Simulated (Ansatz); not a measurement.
## Interaction energy ladder

The pair of Li⁺ (SMILES [Li+], atom 1) and BCl3 (SMILES ClB(Cl)Cl, atoms 2–5), both closed shells, in one local arrangement (a lower one may exist), relaxed at PBE0-D4/def2-TZVP:

```xyz
5
angstrom
Li -0.0352 -0.2614 -2.1893
Cl 0.0368 0.2720 2.2768
B 0.0096 0.0716 0.5996
Cl -0.8862 1.1591 -0.4727
Cl 0.8749 -1.2413 -0.2144
```

Program: Ansatz 0.2.0. Basis: def2-TZVPPD, with def2-QZVPPD for the basis limit. Cores are frozen in the correlated methods. The outer core shell of Li, Na, Mg and K is correlated. B3LYP uses VWN-RPA correlation. Extrapolation: Hartree–Fock as exp(−7.88 √X), correlation as X^−2.97. Interaction energies count from these two fragments, frozen as in the pair, with the counterpoise correction; negative means bound.

(1) What is the interaction energy by CCSD(T) at an estimated basis limit (MP2 extrapolated from triple and quadruple zeta, plus CCSD(T) − MP2 in triple zeta)? (To be estimated.)

No T1 diagnostic of these runs exceeds 0.012.

Answers

(1) Computed: -97.6 kJ/mol. Hartree–Fock alone gives -91.8 kJ/mol at the basis limit. It counts from the two fragments frozen as in the pair.

The same quantity by other methods in triple zeta, and each one's difference from that estimate:
```tsv
method	E_int (kJ/mol)	difference
PBE-D4	-104.6	-7.0
revPBE-D4	-101.9	-4.3
BLYP-D4	-104.5	-6.9
r2SCAN-D4	-94.2	3.4
B97M-V	-95.7	1.8
PBE0-D4	-102.6	-5.0
B3LYP-D4	-103.7	-6.1
HSE06-D4	-102.5	-4.9
wB97X-V	-98.0	-0.4
wB97M-V	-99.7	-2.1
B2PLYP	-98.4	-0.8
HF	-88.2	9.4
MP2	-90.8	6.8
CCSD	-90.7	6.9
CCSD(T)	-90.9	6.7
```
Differences are method less estimate.

Energy to bend the free fragments (PBE0-D4 minima) into their shapes in the pair, CCSD(T)/def2-TZVPPD: BCl3 5.6 kJ/mol. This must be added to the interaction energy to get the binding energy from relaxed fragments.

Basis-set superposition shift (counterpoise-corrected less uncorrected): CCSD(T) 2.7; MP2 2.5; HF 0.2; PBE0-D4 0.3; wB97M-V 0.3 kJ/mol.

For scale, one of the runs: CCSD(T)/def2-TZVPPD, 212 basis functions, launched by `ansatz run in.yaml --threads 4 --pin off --events-out ev --progress --plain --max-ram 9574MiB`. The run took 21 s on 4 CPU threads of an Intel Xeon Platinum 8259CL (shared host), with 1.9 GiB of host memory at its peak.
